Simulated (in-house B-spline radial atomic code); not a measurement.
Configurations of Co V (Co4+), with energies counted from [Ar] (3d3/2)4 (3d5/2)1. Method: Dirac-Hartree-Fock, average of each configuration as written, Fermi nucleus of rms radius 3.7875 fm. Calculated with an all-electron radial atomic-structure program (B-spline basis). Energies include first-order Breit, QED and recoil terms.

Occupations are held fixed; configurations that lie above the ionisation limit could autoionise.

```tsv
configuration	E - E(ref) (eV)	highest orbital	its <r> (bohr)
[Ar] (3d3/2)4 (4d5/2)1	44.761	4d5/2	2.851
[Ar] (3d3/2)4 (5p3/2)1	51.716	5p3/2	4.285
[Ar] (3d3/2)2 (3d5/2)2 (6p1/2)1	62.149	6p1/2	6.873
[Ar] (3d5/2)4 (5f7/2)1	62.621	5f7/2	6.111
[Ne] 3s2 (3p1/2)1 (3p3/2)4 (3d5/2)5 (4d3/2)1	106.92	4d3/2	2.85
[Ne] 3s2 (3p1/2)1 (3p3/2)4 (3d5/2)5 5s1	110.28	5s1/2	3.876
[Ne] 3s2 (3p1/2)2 (3p3/2)3 (3d3/2)4 (3d5/2)1 (5g7/2)1	122.73	5g7/2	5.494
```

Question: Order these further configurations by energy, lowest first.
A. [Ar] (3d3/2)3 (3d5/2)1 (7g9/2)1
B. [Ne] 3s2 (3p1/2)2 (3p3/2)3 (3d3/2)3 (3d5/2)2 6s1
C. [Ar] (3d3/2)1 (3d5/2)4
D. [Ar] (3d5/2)5
E. [Ne] 3s2 (3p1/2)2 (3p3/2)3 (3d3/2)1 (3d5/2)4 (5f7/2)1

Answer: D (0.80361 eV), C (1.3359 eV), A (69.06 eV), B (122.26 eV), E (127.27 eV).

Question: How far above the reference does [Ne] 3s2 (3p1/2)2 (3p3/2)3 (3d3/2)4 (3d5/2)1 (6g9/2)1 lie?

Answer: 126.89 eV; its least bound orbital is 6g9/2 with <r> = 8.792 bohr.

Question: How far above the reference does [Ar] (3d3/2)2 (3d5/2)3 lie?

Answer: 1.3795 eV; its least bound orbital is 3d5/2 with <r> = 0.8734 bohr.

Question: How far above the reference does [Ar] (3d3/2)1 (3d5/2)3 (7p3/2)1 lie?

Answer: 66.911 eV; its least bound orbital is 7p3/2 with <r> = 10.12 bohr.
